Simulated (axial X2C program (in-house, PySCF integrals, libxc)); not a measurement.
Outer orbitals of MoS at 2.139 Å, HF

All values were computed with an axial X2C code built on PySCF integrals. Spin-free means the one-electron spin-free X2C Hamiltonian; two-component (2c) means X2C with spin–orbit coupling and atomic mean-field two-electron Coulomb and Gaunt terms, so the difference of the two also holds small scalar two-electron terms. Basis: Mo dyall-cv3z [11s12p9d5f3g], S dyall-av3z [9s8p3d2f] (cores contracted in-house); Gaussian nuclei, density fitting, unrestricted open shells. Masses: Mo 97.905 u, S 31.972 u.

The distance is close to the 2c PBE0 minimum; the highest filled and lowest empty levels are listed.

Spin-free orbitals, state M_S = 2, Λ = 1 (beyond evenly filled blocks: σα, π+α, δ+α, δ-α) (Löwdin shares):

```json
{"symmetry": "σβ", "occupied": "yes", "ε (eV)": "-24.75", "atomic character": "69% S s, 11% Mo d, 10% Mo p"}
{"symmetry": "σα", "occupied": "yes", "ε (eV)": "-22.22", "atomic character": "66% S s, 14% Mo d, 10% Mo p"}
{"symmetry": "π+α", "occupied": "yes", "ε (eV)": "-12.01", "atomic character": "74% Mo d, 22% S p"}
{"symmetry": "σα", "occupied": "yes", "ε (eV)": "-11.35", "atomic character": "50% S p, 40% Mo d, 6% S s"}
{"symmetry": "σβ", "occupied": "yes", "ε (eV)": "-11.08", "atomic character": "78% S p, 11% Mo d, 3% Mo s"}
{"symmetry": "π+β", "occupied": "yes", "ε (eV)": "-10.81", "atomic character": "76% S p, 11% Mo d, 6% Mo f"}
{"symmetry": "π-β", "occupied": "yes", "ε (eV)": "-10.81", "atomic character": "76% S p, 11% Mo d, 6% Mo f"}
{"symmetry": "δ+α", "occupied": "yes", "ε (eV)": "-10.73", "atomic character": "98% Mo d"}
{"symmetry": "π-α", "occupied": "yes", "ε (eV)": "-10.64", "atomic character": "83% Mo d, 12% S p, 3% S d"}
{"symmetry": "δ-α", "occupied": "yes", "ε (eV)": "-10.63", "atomic character": "98% Mo d"}
{"symmetry": "σα", "occupied": "yes", "ε (eV)": "-8.08", "atomic character": "46% Mo s, 26% S p, 22% Mo d"}
{"symmetry": "π+α", "occupied": "yes", "ε (eV)": "-7.67", "atomic character": "54% S p, 23% Mo d, 15% Mo p"}
{"symmetry": "π-α", "occupied": "no", "ε (eV)": "-0.25", "atomic character": "56% Mo p, 36% S p, 6% Mo d"}
{"symmetry": "σα", "occupied": "no", "ε (eV)": "-0.02", "atomic character": "51% Mo p, 26% Mo s, 14% Mo d"}
{"symmetry": "σβ", "occupied": "no", "ε (eV)": "0.10", "atomic character": "64% Mo s, 30% Mo p, 4% S s"}
{"symmetry": "π+α", "occupied": "no", "ε (eV)": "0.82", "atomic character": "85% Mo p, 6% Mo d, 4% S p"}
```

Spinors with spin–orbit coupling (state Ω = 1):

| ω | occupied | ε (eV) | atomic character | λ mixture |
| --- | --- | --- | --- | --- |
| -1/2 | yes | -24.74 | 69% S s, 11% Mo d, 10% Mo p | 100% σ |
| 1/2 | yes | -22.22 | 66% S s, 14% Mo d, 10% Mo p | 100% σ |
| -1/2 | yes | -12.05 | 74% Mo d, 22% S p | 100% π |
| 1/2 | yes | -11.35 | 50% S p, 40% Mo d, 6% S s | 100% σ |
| -1/2 | yes | -11.07 | 78% S p, 12% Mo d, 3% Mo s | 100% σ |
| -3/2 | yes | -10.85 | 80% Mo d, 16% S p | 78% δ, 22% π |
| 1/2 | yes | -10.84 | 76% S p, 11% Mo d, 6% Mo f | 100% π |
| -3/2 | yes | -10.75 | 60% S p, 30% Mo d, 5% Mo f | 78% π, 22% δ |
| 3/2 | yes | -10.59 | 83% Mo d, 12% S p, 3% S d | 100% π |
| 5/2 | yes | -10.54 | 98% Mo d | 100% δ |
| 1/2 | yes | -8.08 | 46% Mo s, 26% S p, 22% Mo d | 100% σ |
| -1/2 | yes | -7.71 | 54% S p, 22% Mo d, 16% Mo p | 100% π |
| 3/2 | no | -0.22 | 56% Mo p, 35% S p, 6% Mo d | 100% π |
| 1/2 | no | -0.02 | 51% Mo p, 26% Mo s, 14% Mo d | 100% σ |
| -1/2 | no | 0.10 | 64% Mo s, 30% Mo p, 4% S s | 100% σ |
| -1/2 | no | 0.82 | 84% Mo p, 6% Mo d, 4% S p | 100% π |

Task: How does the gap between the highest filled and lowest empty level change from the spin-free to the 2c table?

Result: From 7.42 to 7.49 eV at HF, a change of 0.07 eV.

Mulliken charges and populations of the two-component result (they depend on the basis, above all on diffuse functions):

Mo 0.30 e (s 8.73 p 18.20 d 14.73 f 0.04 g 0.01), S -0.30 e (s 5.88 p 10.36 d 0.05 f 0.01). ⟨Lz⟩ = -1.00 ħ and ⟨Sz⟩ = 2.00 ħ (2.50 and -0.51 on the two atoms), which add up to Ω.

Occupations by symmetry block were frozen at the best pattern of an incomplete PBE0 search. With several unpaired electrons one determinant need not be a pure state. Open-shell Ω = 0 determinants with evenly filled partner blocks cannot be reached by this program, so the Ω shown need not be the lowest component. The determinant is spin-polarised beyond a pure state at some levels (its spin-free form has ⟨S²⟩ too high), which makes Re and μ there less reliable.
